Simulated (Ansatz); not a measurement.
Start from `[NH2][SnH]1[O][SiH2]1` and change one atom or group to get `[O]1[SiH2][SnH2]1`.

Ansatz, PBE0-D4/def2-TZVP geometries, multiplicity 1. Each molecule was computed in one conformer, which needn't be the lowest.

Elements past krypton have def2 core potentials.

```csv
property,`[NH2][SnH]1[O][SiH2]1`
size of the dipole moment (B3LYP/def2-TZVPP) / D,1.43
LUMO energy (B3LYP/def2-TZVPP) / eV,-1.80
size of the dipole moment (PBE/def2-TZVPP) / D,1.21
LUMO energy (PBE0/def2-TZVPP) / eV,-1.57
HOMO–LUMO gap (PBE0/def2-TZVPP) / eV,5.19
HOMO–LUMO gap (PBE/def2-TZVPP) / eV,3.37
```

Problem. What does the change do to each property? (Best estimate.)

Solution. The calculation gave: 
| property | `[O]1[SiH2][SnH2]1` | shift |
| --- | --- | --- |
| size of the dipole moment (B3LYP/def2-TZVPP) / D | 2.11 | 0.68 |
| LUMO energy (B3LYP/def2-TZVPP) / eV | -1.97 | -0.17 |
| size of the dipole moment (PBE/def2-TZVPP) / D | 1.84 | 0.63 |
| LUMO energy (PBE0/def2-TZVPP) / eV | -1.74 | -0.17 |
| HOMO–LUMO gap (PBE0/def2-TZVPP) / eV | 5.05 | -0.14 |
| HOMO–LUMO gap (PBE/def2-TZVPP) / eV | 3.33 | -0.04 |

Dipoles are sizes alone; their direction can turn.

B3LYP here is the variant with VWN-RPA as its local correlation; programs differ in this.
